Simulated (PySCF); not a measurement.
B(Cl)(F)(OAc) (C₂H₃BClFO₂), SMILES CC(=O)OB(F)Cl.

Geometry optimised at ωB97X-D3(BJ)/def2-SVP. The values are those of a single conformer.

Vertical ionisation energy (IE) and electron affinity (EA) in eV. Rows of orbital energies are one-electron estimates. Where ΔSCF, EOM or ADC give a negative EA the extra electron is unbound and the value depends on the basis.

```tsv
level	IE	EA
−ε(HOMO), −ε(LUMO), PBE0/def2-TZVP (PySCF)	8.68	0.89
−ε(HOMO), −ε(LUMO), PBE/def2-TZVP (PySCF)	6.98	2.00
```
